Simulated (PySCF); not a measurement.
Polarisability and C₆ of Fe⁺ (iron, charge +1)

[Ar] 3d6 4s1, high-spin 6D determinant. Computed with PySCF 2.14 in x2c-TZVPPall with one added diffuse shell each of s, p, d, f type (7s6p5d3f1g, 80 functions), with scalar relativity by spin-free X2C-1e. Coupled (time-dependent) response in atomic units; α is the mean over directions.

| method | mean α (bohr³) | α xx, yy, zz | C₆ (like pair) | S(−4) |
| --- | --- | --- | --- | --- |
| TPSSh | 27.28 | 26.81, 26.81, 28.24 | 140.0 | 595.3 |
| wB97X-V | 28.98 | 28.24, 28.24, 30.47 | 148.3 | 716.9 |

S(−4) is the Cauchy moment in α(ω) = α(0) + S(−4) ω² + …

α(iu) at wB97X-V:

```csv
u (hartree),α(iu) (bohr³)
0,28.98
0.0500,27.31
0.100,23.42
0.200,15.59
0.300,10.70
0.500,6.148
0.750,3.907
1.00,2.835
1.50,1.796
2.00,1.284
3.00,0.7730
5.00,0.3734
```

A single London oscillator, α(iu) = α/(1 + u²/ω²), gives C₆ = (3/4) ω α². Matching the computed C₆ needs ω = 4 × 148.3 / (3 × 28.98²) = 0.235 hartree.

For an ion, C₆ is the dispersion term alone; charge-induced terms of lower order in 1/R come first.

The components differ because the open shell of this determinant is not spherical; for a pure term their mean is the scalar polarisability.
